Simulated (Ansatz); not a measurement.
H$_{7}$NSi$_{2}$, charge +1, doublet, at a GFN2-xTB geometry of the parent state (a state made from the parent by changing its charge; the spin is typed, not shown lowest); MP2/STO-3G (Ansatz, a quantum-chemistry and plane-wave program).

Input for Ansatz:
Ansatz 0.2 input:
```yaml
crystal:
  periodic: [false, false, false]
  atoms:
    - {symbol: Si, position_ang: [1.61020685, -0.06981424, 0.15318059]}
    - {symbol: N, position_ang: [-0.07554875, -0.50750015, -0.30506465]}
    - {symbol: Si, position_ang: [-1.51933345, 0.33207287, -0.04579283]}
    - {symbol: H, position_ang: [2.17352014, -1.20371441, -0.73162066]}
    - {symbol: H, position_ang: [1.18092653, 1.29518758, 0.69180555]}
    - {symbol: H, position_ang: [2.10678990, -0.63600576, 1.45820873]}
    - {symbol: H, position_ang: [-0.12425191, -1.28894166, -0.94326770]}
    - {symbol: H, position_ang: [-2.63063371, -0.55357444, -0.48159288]}
    - {symbol: H, position_ang: [-1.76361176, 1.62045103, -0.75044676]}
    - {symbol: H, position_ang: [-1.68612541, 0.64747801, 1.38893781]}
basis:
  gaussian:
    orbitals: STO-3G
total_charge: 1
magnetization: {spin_polarized: true, initial_magnetization: 1}
correlation: {method: mp2}
```

Predict the main parts of the log of this Ansatz run.


```
Functional definition: HF
358 factors; integrals over basis functions are off by at most 3.1e-5 eV
mean field evaluation 1: about -17105.6410 eV, gradient 1.8e1 eV
mean field evaluation 2: about -17105.6975 eV, gradient 1.8e1 eV
mean field evaluation 4: about -17109.3503 eV, gradient 4.7e0 eV
mean field evaluation 8: about -17110.1833 eV, gradient 2.4e-1 eV
mean field evaluation 16: about -17107.7281 eV, gradient 6.3e0 eV
mean field -17110.18330140 eV, -628.7876386275 hartree, gradient 2.2e-6 eV, S^2 0.768963; 1 other end points of the search recorded, 0 dependent functions left out
11 core orbitals not correlated
reference -17110.18330140 eV, -628.7876386275 hartree; 10, 9 occupied and 9, 10 virtual orbitals, 358 factors
second order -3.42331772 eV of doubles, -0.00000000 eV of singles
Total energy: -17113.60661912 eV, -628.9134432333 hartree
```
